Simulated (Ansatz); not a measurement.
Ideal-gas functions of `[NH2][Zr]([I])([I])[I]` at 600 K and 1 bar, from an Ansatz frequency run at PBE0-D4/def2-TZVP.

Molar mass 487.96 g/mol, point group Cs (symmetry number 1), electronic degeneracy 1, moments of inertia 1385.612, 1468.422, 2526.051 u Å². Harmonic wavenumbers (cm⁻¹, unscaled): 25, 43, 62, 88, 122, 124, 184, 255, 261, 464, 495, 678, 1519, 3542, 3640.

Use S(trans) = R[1.5 ln M + 2.5 ln T − 1.1517]; rotational temperatures θ = 24.2544 K / I; S(rot) = R[ln(√π/σ · √(T³/θAθBθC)) + 1.5]; for each mode x = 1.438777 ν̃/T, S = R[x/(eˣ − 1) − ln(1 − e⁻ˣ)] and H = RT x/(eˣ − 1); 1 cm⁻¹ = 0.0119627 kJ/mol; R = 8.31446 J/(mol·K).

Problem. By hand: the entropy, in J/(mol·K).

Solution. Translation 200.6. Rotation: θ = 0.0175, 0.0165, 0.0096 K, giving 150.2. Vibration, mode by mode: 31.71, 27.21, 24.17, 21.27, 18.56, 18.43, 15.18, 12.53, 12.35, 7.84, 7.36, 5.13, 1.04, 0.02, 0.01, in all 202.8. Electronic 0.0. Sum 553.6 J/(mol·K).

Problem. By hand: H − E and G − E in kJ/mol, counted from the electronic energy.

Solution. Zero-point energy ½ × 11502 × 0.0119627 = 68.8; thermal vibration 46.2; translation, rotation and pV give 4 RT = 20.0. H − E = 135.0 kJ/mol, and G − E = 135.0 − 600 × 553.6/1000 = -197.2 kJ/mol.

Vibration gives 37 % of the entropy, 141.4 J/(mol·K) of it from the modes under 150 cm⁻¹: soft modes count most, and the harmonic formula is weakest for them. The sum counts one conformer and one mirror image; others add a mixing term.
